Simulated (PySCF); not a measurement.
Relaxation of doublet [PtS2]-

These are results of UB3LYP in PySCF with Pt def2-SVPD with ECP60, S def2-SVPD; scalar-relativistic core potentials, no spin–orbit coupling; density-fitted integrals, not measurements. A (50,194) grid was used.

A hand-made bent start, of C2v symmetry, held to at least that symmetry:

```xyz
3
charge -1 multiplicity 2, angstrom
Pt    0.0000    0.0000   -0.2918
S     1.6875    0.0000    0.8898
S    -1.6875    0.0000    0.8898
```

Task: What does it relax to?

Result: It ends at C2v with Pt–S 2.156 Å (×2); S–Pt–S 154.9° (after a last refinement on a finer grid). A frequency run shows a minimum. Other isomers or separated fragments may lie lower.

Task: How much energy is released, and in how many steps?

Result: 65.3 kJ/mol in 9 steps.

Other spin states or occupations of the open shell can lie lower. No spin–orbit coupling is included, which matters more the heavier the element.

The relaxation took roughly 80 core-seconds on a shared host.
